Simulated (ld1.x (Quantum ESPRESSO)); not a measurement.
**How hard is this gallium (Ga) TM potential?**

Ga, norm-conserving Troullier–Martins (Kleinman–Bylander form), made with ld1.x (Quantum ESPRESSO) 7.5 (LDA (PZ), scalar-relativistic). Core [Ar] 3d10, reference 4s2 4p1. Waves: 4s (bound): rc 1.95 bohr; 4p (bound): rc 2.40 bohr. Local part: all-electron potential smoothed inside 1.65 bohr (lloc = -1). Core correction: none.

The pseudo-atom Hamiltonian at the reference potential is diagonalised in spherical Bessel functions j_l(qr) that vanish at 20 bohr, with q² up to the cutoff. All-electron valence levels (Ry): 4s -0.6743, 4p -0.2013.

Q: How do the lowest levels (Ry) of each channel move with the cutoff, and are there ghosts?

A:

```csv
cutoff (Ry),s #1,s #2,p #1,d #1,d #2,f #1,Σ f·Δε (mRy)
8,-0.6538,-0.0250,-0.1995,0.0497,0.1287,0.1046,42.7
10,-0.6642,-0.0257,-0.2000,0.0496,0.1283,0.1046,21.4
15,-0.6712,-0.0261,-0.2011,0.0495,0.1278,0.1046,6.4
18,-0.6715,-0.0261,-0.2012,0.0494,0.1276,0.1046,5.8
25,-0.6723,-0.0263,-0.2012,0.0494,0.1275,0.1046,4.0
30,-0.6734,-0.0264,-0.2012,0.0494,0.1275,0.1046,1.8
40,-0.6742,-0.0265,-0.2013,0.0494,0.1275,0.1046,0.3
45,-0.6742,-0.0265,-0.2013,0.0494,0.1275,0.1046,0.3
400,-0.6743,-0.0265,-0.2013,0.0494,0.1275,0.1046,0.0
```

Result: no extra level below or beside the all-electron valence levels (s, p, d, f tested); 10 mRy is reached at 15 Ry and 1 mRy at 35 Ry.
